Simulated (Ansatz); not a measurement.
C3H11NO3Sn, SMILES `C[O][Sn]([NH2])([O]C)[O]C`. Total charge 0; spin multiplicity 1. Sn takes the def2 core potential. The structure was optimised at the PBE0-D4/def2-TZVP level. It is one conformer, not always the lowest.

```xyz
19

C     1.260    1.182    1.743
O    -0.044    0.977    1.247
Sn   -0.347   -0.204   -0.279
N    -2.334   -0.455   -0.333
O     0.500    0.507   -1.885
C     0.291    1.854   -2.240
O     0.590   -1.890   -0.049
C     0.101   -2.839    0.874
H     1.184    1.779    2.656
H     1.892    1.728    1.032
H     1.766    0.241    1.993
H    -2.720   -0.471   -1.268
H    -2.820    0.251    0.206
H     0.893    2.063   -3.129
H    -0.757    2.066   -2.487
H     0.600    2.551   -1.450
H     0.626   -3.781    0.694
H    -0.974   -3.022    0.762
H     0.291   -2.538    1.912
```

(1) What is the dipole moment at ωB97M-V/def2-TZVPP? (Best estimate.)

(2) And with PBE, r2SCAN, B3LYP? (An estimate is asked.)

(3) Give the Mulliken charges with ωB97M-V, B3LYP, r2SCAN in def2-TZVPP. (Best estimate.)

## Answers

(1) Ansatz gave: 1.87 D, with components (-1.43, 1.19, 0.20) D in this frame, pointing from negative to positive charge.

(2) Ansatz gave: PBE 1.77 D, r2SCAN 1.81 D, B3LYP 1.84 D.

(3) The calculation gave: 
| atom | ωB97M-V | B3LYP | r2SCAN |
| --- | --- | --- | --- |
| C1 | -0.17 | -0.12 | 0.02 |
| O2 | -0.54 | -0.56 | -0.55 |
| Sn3 | 1.32 | 1.39 | 1.33 |
| N4 | -0.49 | -0.55 | -0.57 |
| O5 | -0.52 | -0.54 | -0.54 |
| C6 | -0.17 | -0.12 | 0.02 |
| O7 | -0.52 | -0.55 | -0.54 |
| C8 | -0.18 | -0.12 | 0.01 |
| H9 | 0.12 | 0.10 | 0.06 |
| H10 | 0.11 | 0.09 | 0.05 |
| H11 | 0.11 | 0.10 | 0.06 |
| H12 | 0.12 | 0.14 | 0.16 |
| H13 | 0.14 | 0.15 | 0.17 |
| H14 | 0.12 | 0.11 | 0.06 |
| H15 | 0.10 | 0.08 | 0.04 |
| H16 | 0.11 | 0.10 | 0.05 |
| H17 | 0.12 | 0.10 | 0.06 |
| H18 | 0.12 | 0.10 | 0.07 |
| H19 | 0.11 | 0.09 | 0.05 |

B3LYP here is the variant with VWN-RPA as its local correlation; programs differ in this.
